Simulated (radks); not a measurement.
Values are calculated unless marked as measured or tabulated.
Problem. These are the eigenvalues of the occupied orbitals of an atom or ion with whole-number occupations (eV). Level of theory: non-relativistic Kohn-Sham, LDA (Slater exchange, Perdew-Wang correlation), spin-unpolarised, spherical densities, point nucleus (a radial shooting solver on a logarithmic mesh with Libxc functionals).

1s: -23149.03
2s: -5256.938
2p: -5131.193

Which element is it, and in what charge state? The configuration may be excited.

Solution. Z = 43, technetium, charge +37: Tc37+ in [He] 2s2 2p2. The list shows which subshells hold electrons but not how many an open one holds; the 1s level, -850.71 hartree, gives Z - s = 41.2 by -(Z - s)^2/2, which with screening narrows Z to a few neighbours, and the depths of the outer levels then fix element, charge and occupations together.
